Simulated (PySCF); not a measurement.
System: Si3, singlet: symmetric bend, bond length relaxed. Scanned: Si-Si-Si angle. Other coordinates (Si-Si bond length) were minimised at B3LYP/def2-TZVP.

Levels: PBE/cc-pVTZ (PySCF); PBE0/cc-pVTZ (PySCF); CCSD(T) on RHF/cc-pVTZ, 15 core orbitals frozen (PySCF).

Energies relative to the lowest point of each profile, in kJ/mol; the last columns give the difference from CCSD(T):

| a / ° | PBE | PBE0 | CCSD(T) | PBE − CCSD(T) | PBE0 − CCSD(T) |
|---|---|---|---|---|---|
| 180 | 63.77 | 83.84 | 64.47 | -0.69 | 19.37 |
| 170 | 63.22 | 83.22 | 64.11 | -0.88 | 19.12 |
| 160 | 61.57 | 81.27 | 63.00 | -1.42 | 18.27 |
| 150 | 58.57 | 77.71 | 60.85 | -2.27 | 16.86 |
| 140 | 53.95 | 72.17 | 57.28 | -3.33 | 14.89 |
| 130 | 47.42 | 64.23 | 51.81 | -4.39 | 12.42 |
| 120 | 38.64 | 53.45 | 43.93 | -5.28 | 9.52 |
| 110 | 27.60 | 39.70 | 33.34 | -5.75 | 6.36 |
| 100 | 15.24 | 23.84 | 20.56 | -5.32 | 3.29 |
| 90 | 4.23 | 8.64 | 7.75 | -3.52 | 0.89 |
| 80 | 0.00 | 0.00 | 0.00 | 0.00 | 0.00 |

PBE is furthest from CCSD(T) at 110 (-5.75 kJ/mol, below); its mean absolute difference over the points is 2.99 kJ/mol.

PBE0 is furthest from CCSD(T) at 180 (19.37 kJ/mol, above); its mean absolute difference over the points is 11.00 kJ/mol.
